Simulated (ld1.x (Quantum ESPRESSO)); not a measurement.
**Before and after: ultrasoft potential for P (Z = 15)**

ld1.x (Quantum ESPRESSO) 7.5 input, shortened:

```
&input
   title='P', zed=15., rel=1, dft='PZ', iswitch=3,
   config='[Ne] 3s2 3p3'
 /
 &inputp
   pseudotype=3, tm=.true., lloc=-2, rcloc=1.80,
   nlcc=.true., new_core_ps=.true.
 /
4
3S  1  0   2.00   0.00  1.20  1.35  0.0
3S  1  0   0.00  -0.05  1.20  1.35  0.0
3P  2  1   3.00   0.00  1.50  1.90  0.0
3P  2  1   0.00  -0.05  1.50  1.90  0.0
 &test
   configts(1)='3s2 3p3'
 /
```

Change: waves 3p (bound): rcut 1.50, rcutus 2.78 bohr; 3p channel at -0.05 Ry: rcut 1.50, rcutus 2.78 bohr.

Cutoffs: the cutoffs (Ry, on a coarse ladder) from which the occupation-weighted sum of valence levels, in a spherical-Bessel basis at the reference potential, stays within 10 and 1 mRy of its value at 400 Ry; they do not see the model core or the augmentation charge, which bear on the density cutoff. Errors are all-electron minus pseudo energies relative to the spin-unpolarised reference configuration.

Problem. How do hardness, ghosts and transferability respond?

Solution. The potential gets neither clearly harder nor softer (18 Ry and 30 Ry → 18 Ry and 30 Ry); the s channel sets the loose cutoff, while the largest relative change is in p, which becomes softer; the errors of the 9 common tests hardly move; neither file shows a bound ghost.

```csv
quantity,base,changed
"cutoff, loose",18 Ry,18 Ry
"cutoff, tight",30 Ry,30 Ry
loose cutoff by channel (10 mRy a level),"s 18 Ry, p 10 Ry","s 18 Ry, p 6 Ry"
bound ghosts,none,none
"error for 3s2 3p2, meV [ΔE 9.82 eV]",+0.8,+0.8
"error for 3s2 3p1, meV [ΔE 29.07 eV]",+11,+11
"error for 3s2 3p0, meV [ΔE 58.96 eV]",+50,+50
"error for 3s1 3p4, meV [ΔE 8.50 eV]",-2.7,-2.7
"error for 3s1 3p0, meV [ΔE 111.15 eV]",+106,+106
"error for 3s1 3p3, meV [ΔE 18.89 eV]",-2.7,-2.7
"error for 3s2 3p3.3, meV [ΔE -1.34 eV]",+0.1,+0.1
"error for 3s2 3p3 (spin-polarised), meV [ΔE -1.51 eV]",+13,+13
"error for 3s2 3p2 (spin-polarised), meV [ΔE 8.98 eV]",+8.9,+8.8
lowest overlap eigenvalue by channel,"s 0.66, p 0.81","s 0.66, p 0.97"
```
